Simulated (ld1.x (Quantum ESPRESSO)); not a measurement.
Before and after: TM potential for Co

- Element: cobalt (Co)
- Generator: ld1.x (Quantum ESPRESSO) 7.5
- Type: norm-conserving Troullier–Martins (Kleinman–Bylander form)
- Functional: PBE
- Relativity: non-relativistic
- Frozen core: [Ne]
- Valence charge: 17
- Reference configuration: 3s2 3p6 3d7 4s2 4p0
- Partial waves: 3p (bound): rc 1.35 bohr; 3d (bound): rc 1.30 bohr; 3s (bound): rc 0.85 bohr
- Local potential: the s channel
- Core correction: none

Occupied shells without a wave of their own: 4s. They enter only through the test configuration that unscreens the potential.

Change: wave 3s (bound): rc 0.85 bohr becomes 3s (bound): rc 0.78 bohr.

Cutoffs: the cutoffs (Ry, on a coarse ladder) from which the occupation-weighted sum of valence levels, in a spherical-Bessel basis at the reference potential, stays within 10 and 1 mRy of its value at 400 Ry; they do not see the model core or the augmentation charge, which bear on the density cutoff. Errors are all-electron minus pseudo energies relative to the spin-unpolarised reference configuration.

Task: What does the change do?

Result: Of the 7 tests that both files solve, the error grows in 0 and shrinks in 6 by more than 15 % and 0.3 meV (median size 52.0 → 46.1 meV); neither file shows a bound ghost. Less of the atom is replaced, so other configurations are described better.

| quantity | base | changed |
| --- | --- | --- |
| cutoff, loose | 200 Ry | 230 Ry |
| cutoff, tight | over 300 Ry | over 300 Ry |
| loose cutoff by channel (10 mRy a level) | p 60 Ry, d 120 Ry, s 180 Ry | p 60 Ry, d 120 Ry, s 200 Ry |
| bound ghosts | none | none |
| largest miss of a reference level, eV | 0.08 | 0.05 |
| error for 3s2 3p6 3d7 4s1 4p0, meV [ΔE 8.88 eV] | -101 | -70 |
| error for 3s2 3p6 3d7 4s0 4p0, meV [ΔE 25.42 eV] | -259 | -179 |
| error for 3s2 3p6 3d6 4s0 4p0, meV [ΔE 61.52 eV] | -404 | -282 |
| error for 3s2 3p6 3d8 4s1 4p0, meV [ΔE -1.54 eV] | -52 | -36 |
| error for 3s1 3p6 3d7 4s2 4p0, meV [ΔE 108.01 eV] | -43 | -46 |
| error for 3s2 3p6 3d6 4s2 4p0, meV [ΔE 15.54 eV] | +13 | +11 |
| error for 3s2 3p6 3d7 4s1.5 4p0, meV [ΔE 3.54 eV] | -44 | -31 |
| s: phases at 1.51 bohr within 0.05 rad from the reference energy up to (Ry; the scan ends near 5) | 1.7 | 2.1 |
| p: phases at 1.51 bohr within 0.05 rad from the reference energy up to (Ry; the scan ends near 5) | 3.7 | 4.2 |
| d: phases at 1.51 bohr within 0.05 rad from the reference energy up to (Ry; the scan ends near 5) | 4.7 | 4.7 |

Base: The 4s level has no wave, so the channel is fitted at the deeper level alone: the likely source of the large errors. Changed file: The 4s level has no wave, so the channel is fitted at the deeper level alone: the likely source of the large errors.
